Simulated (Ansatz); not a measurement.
C5H13AlO, charge -1, doublet, at a GFN2-xTB geometry (such geometries of metal compounds can be far from the true shape) (a state made from the parent by changing its charge; the spin is typed, not shown lowest) (a gas-phase anion, which may not be bound at this level). Base run: SVWN5/STO-3G run with Ansatz (a program for electronic structure).

Input for Ansatz:
Ansatz 0.2 input:
```yaml
crystal:
  periodic: [false, false, false]
  atoms:
    - {symbol: Al, position_ang: [0.58834511, 0.29931214, 1.32847606]}
    - {symbol: C, position_ang: [-1.02517154, -0.53612887, 2.43282293]}
    - {symbol: H, position_ang: [-0.95224957, -1.63137692, 2.51446985]}
    - {symbol: H, position_ang: [-2.04579449, -0.33387629, 2.07393030]}
    - {symbol: H, position_ang: [-0.99560265, -0.16286537, 3.46577667]}
    - {symbol: C, position_ang: [0.04423763, 2.35411300, 1.27003529]}
    - {symbol: H, position_ang: [0.75134853, 2.95558349, 0.67858421]}
    - {symbol: H, position_ang: [0.07968467, 2.77409540, 2.28465898]}
    - {symbol: H, position_ang: [-0.95433059, 2.60460067, 0.88058701]}
    - {symbol: O, position_ang: [0.61174092, -0.35267989, -0.27231583]}
    - {symbol: C, position_ang: [0.41434624, -0.78817735, -1.55729046]}
    - {symbol: C, position_ang: [0.18017906, 0.39365260, -2.50951960]}
    - {symbol: C, position_ang: [-0.77103888, -1.76123497, -1.63384764]}
    - {symbol: H, position_ang: [1.32169060, -1.32984403, -1.90455739]}
    - {symbol: H, position_ang: [-0.70685159, 0.93334132, -2.18757390]}
    - {symbol: H, position_ang: [0.05203781, 0.05361742, -3.53849734]}
    - {symbol: H, position_ang: [1.02781169, 1.07285313, -2.45669354]}
    - {symbol: H, position_ang: [-0.59609820, -2.59544404, -0.95865860]}
    - {symbol: H, position_ang: [-1.67068822, -1.24503144, -1.30832808]}
    - {symbol: H, position_ang: [-0.90868691, -2.13861870, -2.64856336]}
basis:
  gaussian:
    orbitals: STO-3G
hamiltonian:
  xc: {name: SVWN5}
total_charge: -1
magnetization: {spin_polarized: true, initial_magnetization: 1}
```

The base run was repeated with changes; each row names its change, and settings that it needs were set with it.

| change | basis functions | E (Eh) | core-seconds (rough) |
|---|---|---|---|
| base | 52 | -505.99327 | 3 |
| basis = 3-21G | 93 | -509.75089 | 6 |
| basis = 6-31G | 93 | … | 4 |
| basis = pcseg-0 | 93 | -511.62813 | 4 |
| basis = 6-31G* | … | … | 5 |
| basis = cc-pVDZ | 167 | -512.55134 | 6 |
| basis = pc-1 | 167 | -512.52777 | 8 |
| basis = pcseg-1 | 167 | -512.51621 | 7 |
| basis = cc-pV(D+d)Z | … | … | 7 |
| basis = def2-SVPD | 251 | -512.32617 | 10 |
| basis = 6-311++G** | 254 | -512.67163 | 20 |
| basis = 6-311+G(2d,p) | 275 | -512.67801 | 20 |
| basis = def2-TZVP | … | … | 10 |

**Question.** Complete the blanks.

**Answer.** 
- basis = 6-31G, E (Eh): -512.45122
- basis = 6-31G*, basis functions: 135
- basis = 6-31G*, E (Eh): -512.53579
- basis = cc-pV(D+d)Z, basis functions: 172
- basis = cc-pV(D+d)Z, E (Eh): -512.55970
- basis = def2-TZVP, basis functions: 301
- basis = def2-TZVP, E (Eh): -512.69727

Totals compare only among sets that treat the same electrons; sets with core potentials leave the core out.

A gas-phase anion may not be bound at this level; its values then depend on the basis.
